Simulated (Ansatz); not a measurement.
A structure relaxed at PBE0-D4/def2-TZVP, charge 0, multiplicity 1:

```csv
atom,x (Å),y (Å),z (Å)
C1,-2.5531,-0.3062,-0.6799
N2,-1.8925,-0.2968,0.6023
C3,-2.4937,-1.1774,1.5727
Sn4,0.0579,0.1227,0.7012
Cl5,0.5133,0.6167,2.9425
N6,0.3126,1.6860,-0.5317
C7,-0.4816,2.8734,-0.3196
C8,1.6410,1.9685,-1.0196
N9,1.2867,-1.4024,0.2621
C10,1.1041,-2.0702,-1.0029
C11,2.6439,-1.4345,0.7451
H12,-2.0471,0.3623,-1.3805
H13,-2.5941,-1.3089,-1.1360
H14,-3.5894,0.0434,-0.5755
H15,-2.4847,-2.2335,1.2598
H16,-1.9790,-1.1043,2.5332
H17,-3.5413,-0.8937,1.7399
H18,-0.0260,3.5742,0.3969
H19,-1.4746,2.6104,0.0528
H20,-0.6135,3.4118,-1.2677
H21,2.2057,1.0430,-1.1583
H22,1.5851,2.4683,-1.9959
H23,2.2204,2.6227,-0.3494
H24,1.4000,-3.1248,-0.9200
H25,1.6956,-1.6287,-1.8217
H26,0.0530,-2.0533,-1.3050
H27,2.7212,-0.9312,1.7109
H28,2.9669,-2.4743,0.8894
H29,3.3630,-0.9631,0.0549
```

Problem. Give its formula and SMILES.

Solution. C6H18ClN3Sn, `C[N](C)[Sn]([Cl])([N](C)C)[N](C)C`.

Problem. Point group (tolerance 0.08 Å, 0.16 Å for H)?

Solution. C1.

Problem. Summarise the bond lengths by kind.

Solution. 6 × C–N 1.441 to 1.444 Å; 18 × C–H 1.092 to 1.103 Å; 3 × N–Sn 1.997 to 2.007 Å; 1 × Cl–Sn 2.340 Å.

All numbers were calculated with Ansatz.
